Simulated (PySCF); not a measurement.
**Polarisability as a sum over states**

CH₁₀BGe₂N.
InChI=1S/CH10BGe2N/c2-5-4-1-3/h5H,1-2,4H2,3H3

Level of theory: TDDFT PBE0/def2-SVPD, vertical, gas phase, core orbitals frozen in the response in PySCF. Isolated species at its PBE0-D3(BJ)/def2-SVP geometry (one conformer only). The PBE0/def2-SVPD calculation is non-relativistic and has no spin–orbit coupling, an omission that weighs most on germanium. Torsions of this conformer, `[BH2:1][NH:2][GeH2:3][CH2:4][GeH3:5]`: B1–N2–Ge3–C4 -44°, N2–Ge3–C4–Ge5 -50°.

Computed singlets:

| state | E (eV) | f |
| --- | --- | --- |
| S1 | 6.69 | 0.0001 |
| S2 | 6.96 | 0.085 |
| S3 | 7.10 | 0.0027 |
| S4 | 7.45 | 0.012 |
| S5 | 7.70 | 0.0061 |
| S6 | 7.75 | 0.0067 |
| S7 | 7.81 | 0.063 |
| S8 | 7.95 | 0.140 |
| S9 | 7.98 | 0.084 |
| S10 | 8.03 | 0.030 |

Q: How much of the mean static polarisability do these states give, one by one?

A: Each state adds f / ΔE² (ΔE in hartree, 27.2114 eV).

| state | f/ΔE² (au) | running sum (au) | running share of α (%) |
| --- | --- | --- | --- |
| S1 | 0.00 | 0.00 | 0.0 |
| S2 | 1.30 | 1.30 | 1.3 |
| S3 | 0.04 | 1.34 | 1.4 |
| S4 | 0.15 | 1.50 | 1.5 |
| S5 | 0.08 | 1.57 | 1.6 |
| S6 | 0.08 | 1.66 | 1.7 |
| S7 | 0.76 | 2.42 | 2.5 |
| S8 | 1.64 | 4.06 | 4.2 |
| S9 | 0.97 | 5.03 | 5.2 |
| S10 | 0.34 | 5.37 | 5.5 |

The full response gives 96.91 au (14.36 Å³), so 91.5 au comes from the higher roots of the same equations.

Q: By how much does the contribution of these states grow at 532 nm?

A: With ω = 0.0856 hartree each state's term in the mean polarisability goes from f / ΔE² to f / (ΔE² − ω²); the sum over all 10 states goes from 5.37 to 5.93 au, a rise of 0.55 au.

The largest single term belongs to S8, which also has the largest f.
